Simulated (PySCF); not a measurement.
# How methods differ on the ionisation energy of Au

Au [Xe] 4f14 5d10 6s1 (2S) → Au⁺ [Xe] 4f14 5d10 (1S), as a difference of total energies. Computed with PySCF 2.14 in ANO-RCC-VDZP, with the spin-free X2C one-electron Hamiltonian (Gaussian nucleus). Correlated levels: valence: [Xe] 4f14 frozen. The calculations carry no spin-orbit coupling.

```tsv
method	ionisation energy (eV)
UHF	7.801
SCS-MP2 (valence)	8.941
CCSD (valence)	8.909
CCSDT (valence)	8.937
```

Problem. Estimate what MP2 (valence) gives.

Solution. 9.099 eV, closest to SCS-MP2 (valence) among the rows shown.

Problem. Estimate what CCSD(T) (valence) gives.

Solution. 8.941 eV, closest to SCS-MP2 (valence) among the rows shown.

Errors of the correlated levels include the incompleteness of this basis and the frozen core.

For comparison: 9.226 eV (measured; NIST Atomic Spectra Database, ionization energies).
